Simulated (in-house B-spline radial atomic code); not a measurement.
Results of a calculation; reference values are marked as such.
O ion on In atom: potential, deflection and energy transfer

The pair potential comes from two frozen, spherical free-atom densities (PBE, B-spline radial code, scalar-relativistic past argon): electrostatics plus the change in Thomas-Fermi kinetic and Dirac exchange energy where they overlap, the recipe behind the universal ZBL potential, which averages such potentials (from solid-state densities) over many pairs. It is written V = (Z1 Z2 e²/r) φ(r/a), with e² = 14.3996 eV·Å and a = 0.46850 Å/(Z1^0.23 + Z2^0.23); ZBL's fit is φ = 0.18175 e^(−3.1998x) + 0.50986 e^(−0.94229x) + 0.28022 e^(−0.4029x) + 0.02817 e^(−0.20162x). Where φ falls below 4e-4 it is continued as an exponential.

Masses 16.0 and 114.82 u.

```csv
x = r/a,"φ, this pair","φ, ZBL"
0.1,0.885,0.8928
0.5,0.6109,0.6096
1.5,0.3052,0.2995
3,0.1381,0.1292
5,0.05665,0.05224
8,0.01845,0.01705
12,0.004909,0.00474
17,0.001034,0.001212
```

Question: At x = 0.5 the electrostatic, kinetic and exchange parts are 50540.52, 9527.09 and -290.9 eV. Find r, V and φ.

Answer: a = 0.46850/(1.6133 + 2.4476) = 0.11537 Å, so r = 0.05768 Å. V = 50540.52 + 9527.09 + (-290.9) = 59776.71 eV. The bare repulsion is 8 × 49 × 14.3996/0.05768 = 97854 eV, so φ = 0.6109, +0.2 % against ZBL's 0.6096. The kinetic (Pauli) term is 16 % of V here.

Question: The ion comes in at 5.575 keV with impact parameter 0.5768 Å. The scattering integral gives a centre-of-mass angle of 11.63° and a closest approach of 5.26 a. What are the reduced energy, the energy passed on and the laboratory angles?

Answer: ε = E a M2/(Z1 Z2 e² (M1 + M2)) = 5575 × 1.7939e-05 = 0.1. The most that one collision can pass on is γE with γ = 4 M1 M2/(M1 + M2)² = 0.4294. Here T = γE sin²(θ/2) = 0.4294 × 5575 × 0.01026 = 24.57 eV. The ion turns by arctan(sin θ/(cos θ + M1/M2)) = 10.2°, and the struck atom leaves at (180° − θ)/2 = 84.2°. The closest approach is 0.607 Å. With ZBL the angle would be 10.78° and T = 21.13 eV.
